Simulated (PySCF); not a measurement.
Compound: (FSi)4S6 adamantane, F4S6Si4.
Geometry (PBE0-D3(BJ)/def2-SVP, Å), atoms numbered from 1 in this order:
```xyz
14
F4S6Si4 angstrom
Si    -1.5082   -1.0365   -0.8323
F     -2.7096   -1.8677   -1.5014
S     -0.7896    0.2448   -2.3755
Si     0.7836    1.2527   -1.3527
F      1.4170    2.2546   -2.4372
S      0.0913    2.5056    0.2248
Si    -0.6988    1.0488    1.5641
F     -1.2531    1.8907    2.8150
S     -2.3959    0.0150    0.7929
S      0.7826   -0.2435    2.3833
Si     1.4161   -1.2770    0.6317
F      2.5514   -2.2950    1.1382
S     -0.0979   -2.5106   -0.2188
S      2.3917   -0.0258   -0.7889
```

The closed-shell ground state was solved at several levels (PySCF, density fitting, gas phase, non-relativistic). The dipole stays under 0.02 D at every level.

```tsv
level	basis functions	total energy (Eh)	HOMO (eV)	LUMO (eV)	gap (eV)
PBE0/def2-SVPD	350	-3944.1086	-8.31	-3.16	5.15
PBE0/pcSseg-1	308	-3945.2716	-8.57	-3.40	5.17
```

Task: Estimate the row for wB97X-D/pcSseg-1, a basis of 308 functions; the other rows only guide the guess.

Result: Total energy -3946.7873 Eh, HOMO -10.43 eV, LUMO -1.70 eV, gap 8.73 eV.

Task: Over all these levels, which gives the widest orbital gap and which the narrowest?

Result: wB97X-D/pcSseg-1 (range-separated hybrid) has the widest, 8.73 eV, and PBE0/def2-SVPD (global hybrid, 25 % exact exchange) the narrowest, 5.15 eV. Functional and basis both differ between the two, so the spread mixes both effects.

One conformer stands for the species.

wB97X-D is run here without its empirical dispersion term; that term would change no orbital, density or response property at a fixed geometry.
